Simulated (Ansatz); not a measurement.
[Ni(H2O)4]2+ (NiO4H8²⁺) was relaxed with PBE-D4 (def2-SVP) in Ansatz in these states: charge +2 triplet, charge +3 quartet. The geometries follow in no particular order.

A:

| atom | x (Å) | y (Å) | z (Å) |
| --- | --- | --- | --- |
| Ni1 | 0.0005 | -0.0009 | 0.0003 |
| O2 | 0.6872 | -1.4879 | 1.0693 |
| H3 | 1.2220 | -2.2751 | 0.7585 |
| H4 | 0.7473 | -1.4846 | 2.0695 |
| O5 | -0.2806 | -0.9456 | -1.6889 |
| H6 | -0.4128 | -0.4923 | -2.5726 |
| H7 | -0.5213 | -1.9076 | -1.8276 |
| O8 | 1.1758 | 1.5588 | -0.1183 |
| H9 | 2.1705 | 1.5090 | -0.2284 |
| H10 | 0.9201 | 2.5106 | -0.2941 |
| O11 | -1.5847 | 0.8756 | 0.7388 |
| H12 | -1.6211 | 1.6651 | 1.3533 |
| H13 | -2.5030 | 0.4748 | 0.7400 |

B:

```csv
atom,x (Å),y (Å),z (Å)
Ni1,0.1451,-0.1846,-0.1766
O2,-1.5547,-1.1052,0.1392
H3,-1.7810,-1.6212,0.9451
H4,-2.3985,-0.9270,-0.3330
O5,1.4208,-1.1395,0.9962
H6,1.7954,-0.7609,1.8216
H7,1.6889,-2.0844,0.9646
O8,0.4183,1.5374,0.8073
H9,-0.2745,2.0145,1.3143
H10,1.1137,2.1967,0.5887
O11,-0.1037,0.5554,-1.9991
H12,-0.3219,1.4830,-2.2357
H13,-0.1478,0.0359,-2.8326
```

Judge from the bond lengths which geometry belongs to which state (an estimate).

A is the charge +3 quartet (Ni1–O8 1.957 Å, Ni1–O11 1.956 Å, Ni1–O5 1.956 Å); B is the charge +2 triplet (Ni1–O8 2.002 Å, Ni1–O11 1.983 Å, Ni1–O5 1.979 Å).
